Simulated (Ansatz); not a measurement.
Consider the ligand exchange at the Si–S bond: `O[SiH](F)S[SiH2]F` + H–F → `F[SiH2]F` + `O[SiH](F)S`.

Program: Ansatz. Geometries: PBE0-D4/def2-TZVP. ΔE: electronic, gas phase. CCSD(T)/CBS is the MP2 limit (def2-TZVPP, def2-QZVPP) plus CCSD(T) − MP2 in def2-TZVPP, frozen cores. This one scheme is used for every species. DFT in def2-TZVPP. B3LYP here is the variant with VWN-RPA as its local correlation; programs differ in this. One conformer a species, not always the lowest.

```
             level  ΔE (kJ/mol)  difference from CCSD(T)/CBS
            PBE-D4        -63.9                         13.0
         r2SCAN-D4        -77.4                         -0.5
           PBE0-D4        -66.4                         10.5
          B3LYP-D4        -78.6                         -1.7
           ωB97X-V        -79.6                         -2.7
           ωB97M-V        -78.5                         -1.6
            B2PLYP        -88.8                        -11.9
               PBE        -73.1                          3.8
            r2SCAN        -79.8                         -2.9
              PBE0        -74.6                          2.3
             B3LYP        -93.6                        -16.7
     HF/def2-TZVPP       -108.3                        -31.4
    MP2/def2-TZVPP        -76.8                          0.1
SCS-MP2/def2-TZVPP        -85.8                         -8.9
   CCSD/def2-TZVPP        -86.4                         -9.5
CCSD(T)/def2-TZVPP        -81.2                         -4.3
     HF/def2-QZVPP       -110.8                        -33.9
    MP2/def2-QZVPP        -75.2                          1.7
SCS-MP2/def2-QZVPP        -84.3                         -7.4
      HF/CBS(def2)       -111.2                        -34.3
     MP2/CBS(def2)        -72.5                          4.4
    CCSD/CBS(def2)        -82.1                         -5.2
       CCSD(T)/CBS        -76.9                            0
```

Largest T1 diagnostic among the species: 0.012.

The D4 term adds +15.0 kJ/mol with B3LYP and +8.2 kJ/mol with PBE0; it sums over pairs of atoms, weighted by their polarisabilities, and B3LYP, whose exchange is more repulsive, gets the larger term. In def2-TZVPP, CCSD(T) changes the Hartree–Fock value by +27.0 kJ/mol (the triples alone add +5.2 kJ/mol) and MP2 by +31.4 kJ/mol.

CCSD(T)/CBS has its own doubt, a few kJ/mol and more with outer-core shells, so smaller differences from it don't rank the levels.
